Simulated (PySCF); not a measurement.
Species: `OCPC1=CC=CO1`. The columns A, B, C and D hold Mulliken, IAO, Hirshfeld and ESP-fitted charges (e) of one PBE0/pcSseg-1 density (PySCF), in a shuffled order. Coordinates in Å (PBE0-D3(BJ)/def2-SVP); the density's dipole moment is (1.37, 0.69, 0.53) D.

```tsv
atom	x	y	z	A	B	C	D
O1	-2.192	0.894	0.132	-0.431	-0.530	-0.229	-0.660
C2	-2.295	-0.489	0.074	-0.163	-0.213	-0.042	+0.255
P3	-1.005	-1.367	-0.977	+0.324	+0.337	+0.102	-0.352
C4	0.457	-0.497	-0.334	-0.104	-0.061	-0.004	+0.283
C5	1.012	0.737	-0.576	-0.182	-0.222	-0.082	-0.228
C6	2.151	0.846	0.279	-0.153	-0.222	-0.088	-0.274
C7	2.199	-0.323	0.979	+0.153	+0.014	+0.012	-0.103
O8	1.189	-1.134	0.618	-0.363	-0.226	-0.067	-0.137
H9	-1.288	1.109	0.399	+0.247	+0.347	+0.136	+0.407
H10	-2.251	-0.972	1.072	+0.135	+0.128	+0.033	+0.021
H11	-3.276	-0.744	-0.358	+0.150	+0.157	+0.048	+0.107
H12	-1.143	-0.514	-2.112	+0.063	-0.020	-0.009	+0.134
H13	0.650	1.467	-1.297	+0.104	+0.168	+0.060	+0.152
H14	2.843	1.681	0.360	+0.106	+0.168	+0.060	+0.202
H15	2.872	-0.707	1.741	+0.115	+0.174	+0.068	+0.192
```

Problem. Which column most likely holds the ESP-fitted charges?

Solution. D. Σ q r misses the density's dipole by 0.12 D (D), 1.60 D (C), 2.49 D (B), 3.52 D (A). Charges fitted to the outside potential are the only set here that is tied to the molecule's multipoles.

Problem. And the Hirshfeld charges?

Solution. C. The mean sizes are 0.069 e (C), 0.186 e (A), 0.199 e (B), 0.234 e (D), and Hirshfeld charges are commonly the smallest of these schemes.

As computed, A = Mulliken, B = IAO, C = Hirshfeld, D = ESP-fitted. Hydrogens on carbon: Mulliken +0.10 to +0.15, IAO +0.13 to +0.17, Hirshfeld +0.03 to +0.07, ESP-fitted +0.02 to +0.20 e.

The IAO scheme counts the electrons in orthogonalised intrinsic atomic orbitals, a minimal basis polarised so that it spans the occupied orbitals exactly. The Hirshfeld scheme weights the molecular density at each point by an atom's share of the summed free-atom densities.

Isolated species at its PBE0-D3(BJ)/def2-SVP geometry (one conformer only).

The values belong to the conformer `[OH:1][CH2:2][PH:3][c:4]1[cH:5][cH:6][cH:7][o:8]1`: O1–C2–P3–C4 47°, C2–P3–C4–C5 -79°, H–O1–C2–P3 -53°.
